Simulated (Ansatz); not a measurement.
TiClF3⁻. The state is a doublet with charge -1. Geometry PBE-D4/def2-SVP, that of the neutral singlet; atoms count from 1.

Cartesian coordinates in Å:
```
Ti 0.078 -0.002 0.026
Cl -1.997 0.061 -0.673
F 0.212 -1.076 1.389
F 0.591 1.589 0.506
F 1.116 -0.572 -1.248
```

The highest occupied level of the charge -1 doublet lies above zero (up to 0.92 eV). By energy differences its removal costs 1.35 eV (vertical, to the charge 0 singlet, at PBE0-D4/def2-TZVPD); a positive level beside a positive removal energy at the same level points to self-interaction error.

Q: Estimate the Mulliken populations from the PBE0/def2-TZVPD orbitals of Ansatz.

A: 
```json
{"atom": "Ti1", "charge (e)": "1.73", "spin (α − β)": "0.96", "d electrons": "2.16"}
{"atom": "Cl2", "charge (e)": "-0.65", "spin (α − β)": "0.01", "d electrons": "–"}
{"atom": "F3", "charge (e)": "-0.69", "spin (α − β)": "0.01", "d electrons": "–"}
{"atom": "F4", "charge (e)": "-0.69", "spin (α − β)": "0.01", "d electrons": "–"}
{"atom": "F5", "charge (e)": "-0.69", "spin (α − β)": "0.00", "d electrons": "–"}
```
Mulliken values and Mayer orders depend strongly on the basis. With diffuse functions, as here, like atoms can get unlike values, and bond orders can come out too low or too high.

Q: Where does the spin sit?

A: Summed by element: Ti 0.96, Cl 0.01, F 0.02, of 1 unpaired in all. Largest on single atoms: Ti1 0.96, Cl2 0.01, F4 0.01.

Q: And the Mayer bond orders between bonded heavy atoms (over 0.3)?

A: Ti1–Cl2 0.67 (2.19 Å); Ti1–F3 0.50 (1.74 Å); Ti1–F4 0.50 (1.74 Å); Ti1–F5 0.51 (1.74 Å).
